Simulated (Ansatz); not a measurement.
Reactions of CH₅ClGaNS, SMILES `C[NH][Ga]([SH])[Cl]`.

Program: Ansatz. Geometries: PBE0-D4/def2-TZVP. ΔE: electronic, gas phase. CCSD(T)/CBS is the MP2 limit (def2-TZVPP, def2-QZVPP) plus CCSD(T) − MP2 in def2-TZVPP, frozen cores. This one scheme is used for every species. DFT in def2-TZVPP. For Ga outer-core shells are correlated without core-valence functions, which leaves a few kJ/mol of doubt a bond. Scalar relativity is left out up to krypton. One conformer a species, not always the lowest.

| reaction | CCSD(T)/CBS(def2) (kcal/mol) |
| --- | --- |
| `C[NH][Ga]([SH])[Cl]` + `ClBCl` → `[SH][GaH][Cl]` + `CNB(Cl)Cl` | -21.9 |
| `C[NH][Ga]([SH])[Cl]` + `N[SiH](O)O` → `CN[SiH](O)O` + `[NH2][Ga]([SH])[Cl]` | -0.4 |
| `C[NH][Ga]([SH])[Cl]` + `CC(=N)O` → `C/N=C(\C)O` + `[NH2][Ga]([SH])[Cl]` | -2.0 |
| `C[NH][Ga]([SH])[Cl]` + `NC[SiH2]F` → `[F][Ga]([SH])[Cl]` + `CN[SiH2]CN` | 13.1 |
| `C[NH][Ga]([SH])[Cl]` + `CB(C)O` → `[OH][Ga]([SH])[Cl]` + `CNB(C)C` | ? |

Fill in the missing values. (An estimate is asked.)

Ansatz gave: `C[NH][Ga]([SH])[Cl]` + `CB(C)O` → `[OH][Ga]([SH])[Cl]` + `CNB(C)C`: -2.4 kcal/mol.

Largest T1 diagnostic: 0.013, for `CC(=N)O`.
